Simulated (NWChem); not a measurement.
System: CH5Ga; SMILES [CH3][GaH2]

NWChem input:

```
start job
memory heap 200 mb stack 900 mb global 1100 mb
geometry units angstroms noautosym nocenter noautoz
  Ga    -0.005966     0.411189     0.005289
  H     -1.351150     1.185663     0.281840
  H      1.304545     1.239660    -0.275781
  C      0.000916    -1.556079    -0.001022
  H     -0.501135    -1.949044     0.897579
  H      1.012431    -1.982076    -0.060357
  H     -0.577406    -1.918873    -0.867893
end
basis spherical
  * library pcsseg-2
end
dft
  xc pbe0
  iterations 150
end
property
  shielding
  efieldgrad
end
task dft property
```

Excerpt of the output:

```
             Northwest Computational Chemistry Package (NWChem) 7.3.0
             --------------------------------------------------------

                             Geometry "geometry" -> ""
                             -------------------------

 Output coordinates in angstroms (scale by  1.889725989 to convert to a.u.)

  No.       Tag          Charge          X              Y              Z
 ---- ---------------- ---------- -------------- -------------- --------------
    1 Ga                  31.0000    -0.00596600     0.41118900     0.00528900
    2 H                    1.0000    -1.35115000     1.18566300     0.28184000
    3 H                    1.0000     1.30454500     1.23966000    -0.27578100
    4 C                    6.0000     0.00091600    -1.55607900    -0.00102200
    5 H                    1.0000    -0.50113500    -1.94904400     0.89757900
    6 H                    1.0000     1.01243100    -1.98207600    -0.06035700
    7 H                    1.0000    -0.57740600    -1.91887300    -0.86789300

 Effective nuclear repulsion energy (a.u.)     102.6430913882

                              NWChem Property Module
                              ----------------------

  itol2e modified to match energy
  convergence criterion.

                                 NWChem DFT Module
                                 -----------------

 Summary of "ao basis" -> "ao basis" (spherical)
 ------------------------------------------------------------------------------
       Tag                 Description            Shells   Functions and Types
 ---------------- ------------------------------  ------  ---------------------
 Ga                         pcsseg-2                21       63   6s10p4d1f
 H                          pcsseg-2                 6       14   3s2p1d
 C                          pcsseg-2                12       36   4s5p2d1f

  itol2e modified to match energy
  convergence criterion.

[...]

          -----------------------------------------
          Chemical Shielding Tensors (GIAO, in ppm)
          -----------------------------------------

                                NWChem CPHF Module
                                ------------------

  scftype          =     RHF
  nclosed          =       21
  nopen            =        0
  variables        =     3108
  # of vectors     =        3
  tolerance        = 0.10D-03
  level shift      = 0.00D+00
  max iterations   =       50
  max subspace     =       30

 SCF residual:    5.0429132947881058E-005

Iterative solution of linear equations
  No. of variables     3108
  No. of equations        3
  Maximum subspace       30
        Iterations       50
       Convergence  1.0D-04

   iter   nsub   residual    time
   ----  ------  --------  ---------
     1      3    6.79D-01     110.0
     2      6    2.96D-02     121.2
     3      9    1.44D-03     132.1
     4     12    4.78D-05     143.3

      Atom:    1  Ga
        Diamagnetic
   2635.8307      0.0421      0.7976
      0.0421   2639.8622      0.0307
      0.7976      0.0307   2639.4734

        Paramagnetic
  -1803.1221      5.1808    118.0977
      5.1808  -1578.8700      3.0712
    118.0977      3.0712  -1265.6859

        Total Shielding Tensor
    832.7086      5.2229    118.8953
      5.2229   1060.9922      3.1019
    118.8953      3.1019   1373.7874

           isotropic =    1089.1627
          anisotropy =     464.4718

          Principal Components and Axis System
                 1           2           3
             1398.8106   1061.0212    807.6564

      1         0.2056      0.0148      0.9785
      2         0.0122      0.9998     -0.0177
      3         0.9786     -0.0155     -0.2054

      Atom:    2  H
        Diamagnetic
     34.8525     -8.6166     -2.7827
     -8.6166     26.4694      1.7751
     -2.7827      1.7751     21.9427

        Paramagnetic
     -6.1855      2.3230      1.2955
      2.3230     -2.2819     -0.4888
      1.2955     -0.4888     -0.1007

        Total Shielding Tensor
     28.6670     -6.2936     -1.4872
     -6.2936     24.1875      1.2863
     -1.4872      1.2863     21.8420

           isotropic =      24.8988
          anisotropy =      12.8084

          Principal Components and Axis System
                 1           2           3
               33.4378     21.5322     19.7265

      1         0.8043      0.1967      0.5607
      2        -0.5704     -0.0087      0.8213
      3        -0.1664      0.9804     -0.1052

      Atom:    3  H
        Diamagnetic
     34.1163      8.9413     -2.7481
      8.9413     27.1141     -1.9135
     -2.7481     -1.9135     21.8525

        Paramagnetic
     -5.8996     -2.5350      1.2966
     -2.5350     -2.5554      0.5329
      1.2966      0.5329     -0.1869

        Total Shielding Tensor
     28.2166      6.4062     -1.4515
      6.4062     24.5587     -1.3806
     -1.4515     -1.3806     21.6656

           isotropic =      24.8137
          anisotropy =      12.8613

          Principal Components and Axis System
                 1           2           3
               33.3879     21.3586     19.6945

      1         0.7853      0.2148     -0.5806
      2         0.5960     -0.0087      0.8029
      3        -0.1674      0.9766      0.1348

      Atom:    4  C
        Diamagnetic
    236.2546     -0.4331      0.0459
     -0.4331    253.8857     -0.0867
      0.0459     -0.0867    236.5120

        Paramagnetic
    -74.0816     -4.6167      7.8380
     -4.6167    -63.6294     -1.1371
      7.8380     -1.1371    -37.8949

[...]
```

Level: PBE0/pcSseg-2, GIAO. Structure relaxed at the PBE0/def2-SVP level. NWChem prints the field gradient with the sign opposite to the second derivative of the potential. The printed shielding anisotropy is the first printed principal value minus the mean of the other two.
